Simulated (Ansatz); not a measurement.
LinHm (charge +1): gap (eV) at several levels, gas phase, relaxed structures; Ansatz. Clusters are the lowest isomers that short searches found in that spin, judged at the geometry's level. HOMO and LUMO are taken over both spins. Singlets are spin-restricted. The structures are stationary points that may keep the symmetry of their start.

| species | state | geometry | PBE-D4/def2-SVP | PBE-D4/def2-TZVP | r2SCAN-D4/def2-TZVP | PBE0-D4/def2-TZVP |
| --- | --- | --- | --- | --- | --- | --- |
| Li4H⁺ | singlet | PBE0-D4/def2-TZVP | 1.52 | 1.54 | 1.88 | 2.75 |
| Li3H5⁺ | doublet | PBE0-D4/def2-TZVP | 1.53 | 1.51 | 2.30 | 3.48 |
| Li5H8⁺ | singlet | r2SCAN-D4/def2-TZVP | 4.17 | 4.17 | 4.91 | 5.94 |

Task: Estimate the column for PBE0-D4/def2-SVP.

Result: Li4H⁺ 2.75; Li3H5⁺ 3.53; Li5H8⁺ 5.97.

Over the 3 species that have every level, the mean is 2.41 at PBE-D4/def2-SVP, 2.41 at PBE-D4/def2-TZVP, 3.03 at r2SCAN-D4/def2-TZVP, 4.08 at PBE0-D4/def2-SVP, 4.06 at PBE0-D4/def2-TZVP. Orbital gaps grow with the share of exact exchange and aren't one observable across functionals.
